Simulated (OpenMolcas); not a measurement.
neutral manganese: effect of the active space

```yaml
Program: OpenMolcas
Method: SS-CASPT2 or its RAS form, IPEA 0.25 Eh, imaginary shift 0.1 Eh
Basis: ANO-RCC-VTZP
Scalar_Hamiltonian: DKH2, point nucleus
Spin-orbit_coupling: state interaction with AMFI integrals over the reference wave functions, term energies averaged over their components
```

A. 7 electrons in 6 orbitals (3d 4s); 2S+1 = 6 even, 6 roots; 2S+1 = 4 even, 43 roots kept (CI in the orbitals of an earlier block); 2S+1 = 2 even, 11 roots kept (CI in the orbitals of an earlier block, 0 in the spin-orbit step); closed shells correlated: 3s 3p; CASPT2 step about 15 core-seconds
B. 7 electrons in 9 orbitals (RAS2 3d 4s; RAS3 4p, at most 2 electrons); 2S+1 = 6 even, 6 roots; 2S+1 = 4 even, 33 roots kept (CI in the orbitals of an earlier block); 2S+1 = 2 even, 13 roots kept (CI in the orbitals of an earlier block, 0 in the spin-orbit step); 2S+1 = 6 odd, 39 roots; 2S+1 = 8 odd, 3 roots kept (CI in the orbitals of an earlier block); 2S+1 = 4 odd, 3 roots kept (CI in the orbitals of an earlier block); closed shells correlated: 3s 3p; CASPT2 step roughly 120 core-seconds
C. 7 electrons in 11 orbitals (3d 4s 4d); 2S+1 = 6 even, 6 roots; 2S+1 = 4 even, 5 roots kept (CI in the orbitals of an earlier block, 0 in the spin-orbit step); closed shells correlated: 3s 3p; CASPT2 step about 80 core-seconds

Energies in eV above 3d5 4s2 6S 5/2, the measured ground level; measured values from NIST Handbook of Basic Atomic Spectroscopic Data.

```tsv
Level	A	B	C	Measured
3d5 4s2 6S 5/2	0.0000	0.0000	0.0000	0.0000
3d6 4s 6D 9/2	3.371	3.521	2.377	2.1142
3d6 4s 6D 7/2	3.403	3.552	2.405	2.1427
```

Deviations, from unrounded energies. A percentage is the sum of absolute deviations over the sum of measured energies, with the sign that they share, or ± where signs differ.

```json
{"Against measurement": "mean absolute deviation (cm-1)", "Levels": "2", "A": "10000", "B": "11000", "C": "2100"}
{"Against measurement": "other configurations (%)", "Levels": "2", "A": "+59.1", "B": "+66.2", "C": "+12.3"}
```

C lies closest to measurement on these levels and B furthest from it. The largest miss of C in the table is 3d6 4s 6D 9/2, by +2100 cm-1. The ranking rests on the paired levels alone, and a cruder setting can come out closer through cancelling errors.

The spin-orbit steps hold different terms of 3d5 4s2 (C lacks 4D, 4G, 4P), which shifts levels as well.

Among A to C the level of the table that moves most is 3d6 4s 6D 7/2, by 9300 cm-1 (lowest in C, highest in B). Moves below CASPT2's spread within the term are not significant.

Over all roots computed the reference weight is 0.82 to 0.90 in A, 0.83 to 0.92 in B; the roots of lowest weight are the least certain, and an intruder state may touch them. Some high roots are left out of the spin-orbit mixing, which shifts the levels that they would mix with. A single d shell beside an s shell can misplace configurations of different d count against each other (holds for A; B). Active for correlation alone: 4d; no level in the range computed is led by a configuration that fills it, so any true level of that kind is missing (holds for C). Measured partners are found by configuration, term and J. A level has none where our copy of the source lacks it or the pairing is in doubt (some pairs that miss far off the trend of their configuration count as doubtful), and it then counts in no deviation. Levels of configurations outside the active space are missing. The table leaves out levels that lie high or whose names do not pair safely across all columns.
